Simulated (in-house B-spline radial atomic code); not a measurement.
A fraction x of an electron is removed from 3d in V V (V4+), starting from [Ar] 3d1 and keeping the highest spin. Method: scalar-relativistic (X2C) AM05, spin-polarised, spherical fractional occupations, Fermi nucleus of rms radius 3.6002 fm. Calculated with an all-electron radial atomic-structure program (B-spline basis).

```csv
x,E(x) - E(0) (eV),3d up level (eV)
0,0.0000,-55.730
0.1,5.6680,-57.634
0.25,14.5295,-60.526
0.32,18.8139,-61.890
0.49,29.6192,-65.240
0.5,30.2726,-65.438
0.51,30.9279,-65.637
0.68,42.3753,-69.046
0.84,53.6824,-72.300
0.95,61.7597,-74.563
1,65.5137,-
```

The exact functional would give a straight line between the two integer points. Deviations E(x) - E(0) - x[E(1) - E(0)], in eV: -0.883 at x = 0.1, -1.849 at x = 0.25, -2.15 at x = 0.32, -2.483 at x = 0.49, -2.484 at x = 0.5, -2.484 at x = 0.51, -2.174 at x = 0.68, -1.349 at x = 0.84, -0.478 at x = 0.95.

The curve lies below the straight line by up to 2.484 eV (at x = 0.5): convex, the delocalisation error that favours fractional charges.

Q: How well does Slater's transition state (minus the level at half occupation) give the ionisation energy?

A: It gives 65.438 eV against 65.514 eV from the two total energies; NIST lists 65.28 eV, ground level to ground level.
